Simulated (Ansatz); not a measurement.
Calculated with Ansatz (gas phase, PBE0-D4/def2-TZVP geometries, no zero-point term in ΔE). CCSD(T)/CBS is the MP2 limit (def2-TZVPP, def2-QZVPP) plus CCSD(T) − MP2 in def2-TZVPP, frozen cores. This one scheme is used for every species. Functionals use def2-TZVPP.

`F[C@H]1S[Si@@H]1F` + H₂ → `FC1[SiH2]S1` + H–F  (hydrogenolysis of the Si–F bond)

```json
{"species": "`F[C@H]1S[Si@@H]1F`", "LDA (SPW92) energy (Eh)": "-922.71963"}
{"species": "H₂", "LDA (SPW92) energy (Eh)": "-1.13685"}
{"species": "`FC1[SiH2]S1`", "LDA (SPW92) energy (Eh)": "-823.97569"}
{"species": "H–F", "LDA (SPW92) energy (Eh)": "-99.83933"}
```

Task: Work out ΔE.

Result: ΔE = (-823.97569) + (-99.83933) − (-922.71963) − (-1.13685) = 0.04146 Eh = +108.9 kJ/mol. CCSD(T)/CBS gives +111.3 kJ/mol.

Largest T1 diagnostic among the species: 0.014.

From r2SCAN to r2SCAN0 (25 % exact exchange), in def2-TZVPP and without D4, ΔE moves by −5.4 kJ/mol. Leaving LDA and LC-ωPBE aside and taking each functional with its dispersion term where it has one, the values, not all of them listed here, spread over 15.7 kJ/mol, from HSE06-D4 to B97M-V.
